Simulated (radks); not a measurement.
Values are calculated unless marked as measured or tabulated.
Problem. Pd10+, 36 electrons, occupied as [Kr]. Level of theory: Dirac Kohn-Sham, PBE, spin-unpolarised, spherical densities, point nucleus (a radial shooting solver on a logarithmic mesh with Libxc functionals). Some entries of the table are withheld. Estimate them.

| orbital | occ. | eigenvalue (eV) | <r> (bohr) |
|---|---|---|---|
| 1s1/2 | 2 | -24353.74 | 0.03185 |
| 2s1/2 | 2 | -3728.746 | 0.1379 |
| 2p1/2 | 2 | -3473.264 | 0.1171 |
| 2p3/2 | 4 | -3313.876 | 0.1221 |
| 3s1/2 | 2 | -833.3690 | (1) |
| 3p1/2 | 2 | (2) | 0.3698 |
| 3p3/2 | 4 | (3) | 0.3805 |
| 3d3/2 | 4 | -527.0869 | (4) |
| 3d5/2 | 6 | -521.4666 | (5) |
| 4s1/2 | 2 | -266.3335 | 0.8835 |
| 4p1/2 | 2 | -232.5874 | 0.9213 |
| 4p3/2 | 4 | -226.9298 | 0.9415 |
| 4d3/2 | 0 | -171.9441 | 1.034 |
| 4d5/2 | 0 | -170.9864 | 1.041 |
| 5s1/2 | 0 | -124.4765 | (6) |

Solution. 
(1) 3s1/2 <r> (bohr): 0.3779
(2) 3p1/2 eigenvalue (eV): -732.7065
(3) 3p3/2 eigenvalue (eV): -704.6946
(4) 3d3/2 <r> (bohr): 0.3531
(5) 3d5/2 <r> (bohr): 0.3565
(6) 5s1/2 <r> (bohr): 1.724
